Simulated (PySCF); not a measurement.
**IF⁻: from constants to spectrum**

PBE0 constants of IF⁻, ²Σ⁺ (doublet), unpaired electrons σ ↑ (I def2-SVPD with ECP28, F def2-SVPD; scalar-relativistic core potentials (PySCF 2.14); masses 126.9045 and 18.9984 u):

| Quantity | Value |
| --- | --- |
| ωe | 277.0 cm⁻¹ |
| ωexe | 2.3 cm⁻¹ |
| Be | 0.18105 cm⁻¹ |
| αe | 0.00182 cm⁻¹ |
| De to I + F⁻ | 1.88 eV |

(1) What force constant and bond length do these constants imply?

(2) Estimate the centrifugal constant D from the Kratzer relation and find the Dunham coefficient a1.

These are scalar-relativistic numbers at best; spin–orbit coupling would shift them, the dissociation energy most. For an ion De counts to the pair picked by the measured ionisation energies or electron affinities, which need not be the lowest pair at this level. The state is the lowest determinant that a PBE0 search found; another state may lie lower at other levels.

## Answers

(1) Reduced mass μred = 16.525 u; k = 5.8918×10⁻⁷·μred·ωe² (u, cm⁻¹, mdyn/Å) = 0.747 mdyn/Å; Re = √(16.8576/(μred·Be)) (u, cm⁻¹, Å) = 2.374 Å.

(2) D = 4Be³/ωe² = 3.09e-07 cm⁻¹; a1 = −1 − αeωe/(6Be²) = -3.56.
